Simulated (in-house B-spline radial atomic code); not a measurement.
The numbers below are computed, except where a source is named.
## Two electrons in InAs: a spherical dot of radius 36.3 nm with hard walls

For InAs the NSM archive of the Ioffe Institute lists m* = 0.023 m0 and ε = 15.15. In so narrow a gap the band flattens within tens of meV, so real spacings are smaller, by up to some tenths.

Effective-mass model with parabolic bands, a uniform dielectric constant, no image charges, no central-cell or spin-orbit terms. Two-electron levels come from full CI in B-splines with partial waves to l = 5 (up to 0.001 effective hartree above the limit).

What are the effective units, and what is the potential in them?

Ha* = 27211.386 meV × 0.023/15.15² = 2.727 meV and a* = 0.0529177 nm × 15.15/0.023 = 34.86 nm. The radius is R = 1.04 a*. The one-electron levels are π²/2R² = 4.5625 and 4.4934²/2R² = 9.3337 Ha*.

In these units the lowest s and p orbitals lie at 4.5625 and 9.3337, and their Coulomb and exchange integrals are J_ss = 1.7174, J_sp = 1.5574 and K_sp = 0.3458. (For an empty sphere J_ss = 1.786/R.) Full CI gives 10.7780 for the ground singlet, 15.0943 for the sp triplet, 15.7300 for the sp singlet and 24.2401 for the lowest triplet of two s orbitals.

What does it cost to add the second electron, to first order and exactly?

To first order E = 2ε_s + J_ss = 10.8424, so the charging energy E(2) − 2E(1) is J_ss = 4.683 meV. CI gives 10.7780 − 2 × (4.5625) = 1.6530, or 4.507 meV: relaxation and correlation lower it by 0.1755 meV, 3.7 % of J_ss. The s² configuration of one-electron orbitals holds 99.5 % of the state, and the mean radius is 18.4 nm.

How far above the singlet do the triplets lie?

To first order the sp triplet lies at ε_s + ε_p + J_sp − K_sp = 15.1078, which is 11.63 meV above 2ε_s + J_ss. CI gives 15.0943 − (10.7780) = 4.3163, or 11.77 meV, 90 % of the orbital spacing of 13.01 meV. The ss triplet lies 36.71 meV up, so the lower of the two is the sp one, and its gap equals k_BT at 137 K. The sp singlet-triplet splitting is 1.734 meV, against 2K_sp = 1.886 meV.
